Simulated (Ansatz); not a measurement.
```xyz
11

F     1.9640   -0.7508   -0.8276
C     1.5849    0.5297   -0.4367
Si   -0.3093    0.6944   -0.4698
Si   -1.2979   -1.0016    0.8023
H     2.0612    1.2465   -1.1135
H     1.9755    0.7085    0.5707
H    -0.6412    2.0340    0.0936
H    -0.7895    0.6423   -1.8774
H    -2.7670   -0.7824    0.8879
H    -1.0459   -2.3321    0.1907
H    -0.7346   -0.9884    2.1799
```

The species carries charge 0 and has multiplicity 1.

(1) List the ωB97M-V/def2-TZVPP orbital energies in eV (the Gaussian-basis code of Ansatz). (Best estimate.)

Answers

(1) Ansatz gave: Occupied: -1806.96, -1806.87, -677.28, -283.32, -148.08, -147.99, -102.19, -102.18, -102.18, -102.10, -102.10, -102.09, -36.12, -22.35, -18.56, -16.92, -16.40, -16.31, -14.87, -12.78, -12.35, -12.23, -11.82, -11.10, -10.33. Lowest empty: 1.64, 2.05, 2.13, 2.63, 2.81, 3.27, 3.62, 4.05.
